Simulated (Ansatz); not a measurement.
Cost and result for the atomization energy of GeH₇NOSi, SMILES `N[SiH2][GeH2][OH]` (11 atoms, 10 bonds).

```xyz
11

N    -1.807   -0.044    0.289
Si   -0.378   -0.395    1.171
Ge    1.311   -0.161   -0.493
O     0.531    1.072   -1.550
H    -1.730    0.609   -0.476
H    -2.712   -0.008    0.728
H    -0.072    0.508    2.323
H    -0.421   -1.777    1.722
H     1.585   -1.424   -1.340
H     2.675    0.386   -0.013
H     1.017    1.233   -2.361
```

Charge 0, multiplicity 1. Correlated methods include outer-core shells of Ge, which these sets cover unevenly. Scalar relativity is left out up to krypton. The structure was optimised at the PBE0-D4/def2-TZVP level. It is one conformer, not always the lowest. Program: Ansatz. All runs use 4 threads of an Arm Neoverse V1 on a shared host. Times are those of one run each, without the atoms' runs, and a repeat can differ threefold. Electronic energies, without spin–orbit coupling; frozen cores. CCSD(T)/CBS adds CCSD(T) − MP2 in def2-TZVPP to the MP2 limit, and its time is that of the two runs behind it. T1 = 0.011. With those shells the extrapolation isn't a true limit. B3LYP takes the VWN-RPA correlation (the form of Gaussian; ORCA's B3LYP/G).

CCSD(T)/CBS is a level of theory with its own doubt, some kJ/mol a heavy atom from the limit and from the frozen cores, so smaller differences don't rank the functionals.

| level | functions | wall time |
| --- | --- | --- |
| PBE0-D4/def2-TZVPP | 250 | 3.9 s |
| BHLYP-D4/def2-TZVPP | 250 | 4.1 s |
| CAM-B3LYP-D4/def2-TZVPP | 250 | 4.5 s |
| r2SCAN-D4/def2-TZVPP (with forces) | 250 | 6 s |
| B3LYP-D4/def2-TZVPP (with forces) | 250 | 6 s |
| r2SCANh-D4/def2-TZVPP | 250 | 6.5 s |
| B2PLYP/def2-TZVPP | 250 | 7 s |
| CCSD(T)/def2-SVP | 113 | 9 s |
| B97M-V/def2-TZVPP | 250 | 11 s |
| ωB97M-V/def2-TZVPP (with forces) | 250 | 15 s |
| MP2/def2-QZVPP | 483 | 28 s |
| CCSD(T)/def2-TZVPP | 250 | 3.9 min |
| CCSD(T)/CBS(def2) | – | 4.4 min |

Task: What atomization energy does each give, and how far from CCSD(T)/CBS? (An estimate is asked.)

Result: The calculation gave: 
```tsv
level	atomization (kcal/mol)	difference from CCSD(T)/CBS	per bond
PBE0-D4/def2-TZVPP	814.9	-15.3	-1.5
BHLYP-D4/def2-TZVPP	803.0	-27.2	-2.7
CAM-B3LYP-D4/def2-TZVPP	829.6	-0.6	-0.1
r2SCAN-D4/def2-TZVPP (with forces)	823.2	-7.0	-0.7
B3LYP-D4/def2-TZVPP (with forces)	824.5	-5.7	-0.6
r2SCANh-D4/def2-TZVPP	817.8	-12.4	-1.2
B2PLYP/def2-TZVPP	814.8	-15.4	-1.5
CCSD(T)/def2-SVP	759.5	-70.7	-7.1
B97M-V/def2-TZVPP	829.3	-0.9	-0.1
ωB97M-V/def2-TZVPP (with forces)	825.7	-4.5	-0.5
MP2/def2-QZVPP	823.7	-6.5	-0.6
CCSD(T)/def2-TZVPP	806.4	-23.8	-2.4
CCSD(T)/CBS(def2)	830.2	0.0	0.0
```

The D4 term adds +8.5 kcal/mol with B3LYP and +4.5 kcal/mol with PBE0; it sums over pairs of atoms, weighted by their polarisabilities, and B3LYP, whose exchange is more repulsive, gets the larger term. At CCSD(T), def2-SVP lies −70.7 kcal/mol from the extrapolated value and def2-TZVPP −23.8 kcal/mol: correlation converges slowly with the basis, and small sets miss more of it in the bonded molecule than in its fragments. In def2-TZVPP, CCSD(T) changes the Hartree–Fock value by +229.4 kcal/mol (the triples alone add +11.0 kcal/mol) and MP2 by +232.6 kcal/mol; breaking electron pairs costs correlation energy, which Hartree–Fock lacks.

For some Ge, Se and Sn compounds the MP2-based and the directly extrapolated limit differ by 10 to 25 kJ/mol.
